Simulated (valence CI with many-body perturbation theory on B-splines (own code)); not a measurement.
# Pt LVII: calculated level list

Calculated by relativistic CI+MBPT: four valence electrons over a frozen Dirac-Fock core [Ar], radial functions for each j: 7 s, 7 p, 8 d, 6 f, 4 g, 1 h, with the one-electron correlation potential Σ1, the two-electron term Σ2, the three-electron term Σ3, Breit, model QED; selected CI, second order for the rest, scaled by the run's own slope (own B-spline code, finite nucleus).

No measured spectrum was set against this ion. As an estimate, large intervals hold to a few tenths of a per cent, small ones and those within an open d or f shell to about a per cent. The list stops below the first excitations out of the core. Only levels of the ground parity were solved; by the run's estimate the other parity begins above the list, which can be wrong where configurations are misplaced.

Levels 1 to 19 of 19, with energies above the lowest level, (3d3/2^4) J=0. "Leading %" is the weight of the configuration and term that name the level; weights of strongly mixed levels are sums over their largest components and can fall short, so below about 35 % the name and the second component can differ from the true leading terms, or belong to a minority configuration. In the jj column 3d3/2^4 stands for four electrons in 3d with j = 3/2. Lifetimes count E1, E2, E3, M1 and M2 decay at the calculated energies, and are blank where another channel may lead or the interval is too uncertain; long ones can be off by a factor of two.

```tsv
No.	Configuration	Term	J	E (cm⁻¹)	Leading %	Lifetime	g	Second component	Leading jj
1	3d4	3P	0	0	61			24 % 3d4 5D	3d3/2^4 (99 %)
2	3d4	5D	1	678990	55	134 ns	1.488	44 % 3d4 3P	3d3/2^3 3d5/2 (99 %)
3	3d4	3F	4	779690	28		1.054	25 % 3d4 1G	3d3/2^3 3d5/2 (99 %)
4	3d4	5D	2	812090	29	31.3 μs	1.181	19 % 3d4 1D	3d3/2^3 3d5/2 (97 %)
5	3d4	3F	3	840030	31		1.101	20 % 3d4 3G	3d3/2^3 3d5/2 (98 %)
6	3d4	5D	0	1432400	68	57.7 ns		23 % 3d4 1S	3d3/2^2 3d5/2^2 (99 %)
7	3d4	5D	2	1433500	56	79.1 ns	1.299	13 % 3d4 3F	3d3/2^2 3d5/2^2 (98 %)
8	3d4	3H	4	1455700	40	132 ns	1.134	34 % 3d4 5D	3d3/2^2 3d5/2^2 (99 %)
9	3d4	5D	3	1474100	49	135 ns	1.181	29 % 3d4 3G	3d3/2^2 3d5/2^2 (97 %)
10	3d4	3H	5	1502500	66	276 ns	1.077	34 % 3d4 3G	3d3/2^2 3d5/2^2 (100 %)
11	3d4	1I	6	1525800	55		1.062	46 % 3d4 3H	3d3/2^2 3d5/2^2 (100 %)
12	3d4	3D	1	1552600	44	142 ns	1.048	39 % 3d4 3P	3d3/2^2 3d5/2^2 (98 %)
13	3d4	3F	3	1574700	45	205 ns	1.051	22 % 3d4 3D	3d3/2^2 3d5/2^2 (99 %)
14	3d4	3G	4	1579400	53	721 ns	1.026	40 % 3d4 1G	3d3/2^2 3d5/2^2 (99 %)
15	3d4	3F	2	1597500	33	456 ns	1.070	29 % 3d4 3P	3d3/2^2 3d5/2^2 (98 %)
16	3d4	3F	2	1707700	53	117 ns	0.960	28 % 3d4 3P	3d3/2^2 3d5/2^2 (98 %)
17	3d4	3F	4	1753800	65	426 ns	1.171	29 % 3d4 1G	3d3/2^2 3d5/2^2 (99 %)
18	3d4	1D	2	1867500	46	2.07 μs	1.106	28 % 3d4 3P	3d3/2^2 3d5/2^2 (97 %)
19	3d4	3P	0	2013800	50	411 ns		50 % 3d4 1S	3d3/2^2 3d5/2^2 (92 %)
```

The ionisation energy to 3d3 4F_3/2 of the next ion comes out as 5655.3 eV (NIST: 5654 ± 5 eV (theoretical)). All 19 levels together are meant to be complete up to 2085600 cm⁻¹.
